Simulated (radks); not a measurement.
Results of a calculation; reference values are marked as such.
Valence configurations of Nb I (all share [Kr]). Level of theory: Dirac Kohn-Sham, PBE, spin-unpolarised, spherical densities, point nucleus; open shells fill j = l - 1/2 first (a radial shooting solver on a logarithmic mesh with Libxc functionals). Energies are relative to 4d4 5s1; eigenvalues in eV.

valence          E (eV)  e(4d3/2)  e(5p1/2)  e(5p3/2)  e(5s1/2)
4d4 5s1           0.000    -3.061         -         -    -3.956
4d3 5s1 5p1       2.751    -5.784    -2.117         -    -5.404
4d3 5s2          -0.462    -4.685         -         -    -4.666
4d3.5 5s1 5p0.5   1.154    -4.387    -1.652         -    -4.689
4d2 5s1 5p2       7.433    -8.741    -3.001         -    -6.782
5s1 5p4          24.006         -    -4.740    -4.482    -9.485
4d3 5p2           6.101    -6.770    -2.619         -         -
4d2.5 5s1.5 5p1   3.081    -6.736    -2.313         -    -5.783
4d2 5s1.5 5p1.5   5.558    -8.261    -2.768         -    -6.490
4d3.5 5p1.5       4.263    -5.418    -2.202         -         -

NIST lists [Kr] 4d4 5s1 as the ground configuration; this level of theory puts 4d3 5s2 lower, by 0.462 eV. The energies are those of spherical spin-averaged densities, not of single terms.
